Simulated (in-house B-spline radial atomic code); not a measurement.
Configurations of Te5+, with energies counted from [Kr] 4d10 5s1. Method: scalar-relativistic (X2C) TPSSh, spin-polarised, spherical fractional occupations, exact exchange averaged over the configuration, Fermi nucleus of rms radius 4.7423 fm. Calculated with an all-electron radial atomic-structure program (B-spline basis). Shells without spins written out take the highest spin.

Occupations are held fixed; configurations that lie above the ionisation limit could autoionise.

| configuration | E - E(ref) (eV) | highest orbital | its <r> (bohr) |
| --- | --- | --- | --- |
| [Kr] 4d10 4f1 | 33.103 | 4f up | 1.913 |
| [Kr] 4d10 5f1 | 45.911 | 5f up | 3.856 |
| [Kr] 4d9 4f1 5s1 | 67.435 | 4f up | 1.699 |
| [Ar] 3d10 4s2 4p5 4d10 5s2 | 111.95 | 5s down | 1.778 |
| [Ar] 3d9 4s2 4p6 4d10 5s1 6f1 | 626.09 | 6f up | 6.005 |

**Question.** Order these further configurations by energy, lowest first.
A. [Kr] 4d10 6s1
B. [Ar] 3d10 4s2 4p5 4d10 5s1 5d1
C. [Kr] 4d10 6f1
D. [Kr] 4d9 5s2
E. [Ar] 3d9 4s2 4p6 4d10 5s1 5f1

**Answer.** A (33.909 eV), D (36.404 eV), C (53.806 eV), B (141.8 eV), E (617.63 eV).
